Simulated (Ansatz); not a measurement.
C₂H₇GeIn (`C=[C]([GeH3])[InH2]`). Charge 0, multiplicity 1. In takes the def2 core potential. The geometry is a stationary point of PBE0-D4/def2-TZVP.

```xyz
11

C    -1.385    0.522    0.655
C    -0.242    0.039    0.159
Ge    0.620    0.953   -1.320
In    0.554   -1.741    1.062
H    -1.865    1.421    0.262
H    -1.912    0.050    1.484
H     0.753    0.006   -2.528
H     2.041    1.395   -0.918
H    -0.202    2.192   -1.732
H    -0.384   -2.381    2.364
H     2.021   -2.456    0.510
```

Q: What is the dipole moment at PBE/def2-TZVPP? (Best estimate.)

A: Ansatz gave: 0.61 D, with components (-0.50, 0.08, 0.33) D in this frame, pointing from negative to positive charge.

Q: And with r2SCAN, B3LYP, ωB97M-V? (Estimate.)

A: Ansatz gave: r2SCAN 0.63 D, B3LYP 0.61 D, ωB97M-V 0.59 D.

Q: Give the Mulliken charges with PBE, B3LYP, ωB97M-V in def2-TZVPP. (An estimate is asked.)

A: The calculation gave: 
```csv
atom,PBE,B3LYP,ωB97M-V
C1,-0.17,-0.19,-0.17
C2,-0.27,-0.33,-0.42
Ge3,0.11,0.14,0.09
In4,0.47,0.53,0.48
H5,0.08,0.09,0.09
H6,0.10,0.11,0.11
H7,-0.02,-0.02,0.01
H8,-0.02,-0.02,0.01
H9,-0.02,-0.03,0.00
H10,-0.14,-0.15,-0.10
H11,-0.13,-0.14,-0.09
```

B3LYP here is the variant with VWN-RPA as its local correlation; programs differ in this.
